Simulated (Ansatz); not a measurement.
System: 1,2-dihydrodisiline, C4H8Si2, net charge 0, singlet state. 
Structure (B3LYP-D3(BJ)/def2-TZVP (Ansatz, a first-principles code) minimum search):
SMILES: C1=C[SiH2][SiH2]C=C1
```xyz
14

C      1.7654     0.6976    -0.1593
C      0.7485     1.5552    -0.3464
Si    -1.0733     1.1516    -0.2521
Si    -1.0987    -1.1273     0.2526
C      0.7136    -1.5716     0.3460
C      1.7494    -0.7371     0.1584
H      2.7735     1.0951    -0.2501
H      1.0269     2.5811    -0.5743
H     -1.7269     1.4763    -1.5458
H     -1.7206     1.9929     0.7871
H     -1.7588    -1.4372     1.5467
H     -1.7652    -1.9538    -0.7862
H      0.9691    -2.6034     0.5738
H      2.7484    -1.1570     0.2487
```

Basis-set convergence of Hartree-Fock and MP2 correlation energies (hartree) with Ansatz. Correlated levels leave the core frozen unless marked. No spin-orbit coupling. No relativistic terms.

The Hartree-Fock reference is unstable (checked in the largest basis), which strains HF and MP2. 

```json
[
 {"basis": "cc-pV(D+d)Z", "functions": "142", "E(HF)": "-733.97818", "E(corr, MP2)": "-0.71645"},
 {"basis": "cc-pV(T+d)Z", "functions": "310", "E(HF)": "-734.04173", "E(corr, MP2)": "-0.87454"},
 {"basis": "cc-pV(Q+d)Z", "functions": "588", "E(HF)": "-734.05788", "E(corr, MP2)": "-0.93207"}
]
```

Extrapolating the two largest sets (X = 3 and 4) as X^-3: E(corr) = (64·(-0.93207) - 27·(-0.87454))/37 = -0.9741 Eh, an estimate of the basis-set limit. The largest set recovers 95.7 % of it, the smallest 73.6 %.
